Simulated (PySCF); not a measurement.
Mg(OH)(NMe2) (C2H7MgNO), SMILES C[N](C)[Mg][OH].

Geometry optimised at PBE-D3(BJ)/def2-SVP. A frequency run showed that this geometry is not a minimum. The structure was generated by enumeration; whether it is a known compound was not checked. Other conformers were not sampled.

All values below come from PBE-D3(BJ)/def2-SVP (PySCF).

Frequencies are harmonic and unscaled.

### Question
Give all harmonic wavenumbers and intensities. (The exact figures need the calculation; the answer reports its results.)

### Answer

```
mode  ν (cm⁻¹)  IR (km/mol)  moving atoms (share of kinetic energy)
----  --------  -----------  --------------------------------------
1         174i        122.8                          H 77 %, O 18 %
2         133i        126.7                          H 72 %, O 21 %
3           83          0.1         C 32 %, H 30 %, O 21 %, Mg 10 %
4          117          0.0         H 41 %, Mg 22 %, O 15 %, N 14 %
5          163         17.2                 H 40 %, Mg 35 %, N 20 %
6          213         18.6         Mg 48 %, C 18 %, H 18 %, N 13 %
7          258          0.0                                  H 97 %
8          288         18.0                          H 62 %, N 32 %
9          314          1.1         C 40 %, H 29 %, O 16 %, Mg 14 %
10         507          0.0          C 30 %, H 25 %, N 23 %, O 19 %
11         828         69.5                         Mg 49 %, O 39 %
12         991        104.8                  C 40 %, H 34 %, N 22 %
13        1056          0.3                          H 75 %, C 24 %
14        1071          0.0                          H 80 %, C 20 %
15        1114          0.4                  H 68 %, C 20 %, N 11 %
16        1200         87.4                   N 58 %, C 34 %, H 8 %
17        1233         30.5                  H 39 %, N 35 %, C 24 %
18        1382          7.7                          H 87 %, C 12 %
19        1385          0.0                                  H 97 %
20        1386          1.5                                  H 97 %
21        1407         26.2                          H 82 %, C 18 %
22        1431         21.1                                  H 96 %
23        1449          0.3                                  H 96 %
24        2836        103.8                                  H 97 %
25        2846        214.3                                  H 97 %
26        2866        147.6                           H 91 %, C 9 %
27        2881          0.0                          H 90 %, C 10 %
28        2992         42.4                           H 91 %, C 9 %
29        2993         36.7                           H 91 %, C 9 %
30        3958        118.0                                  H 94 %
```
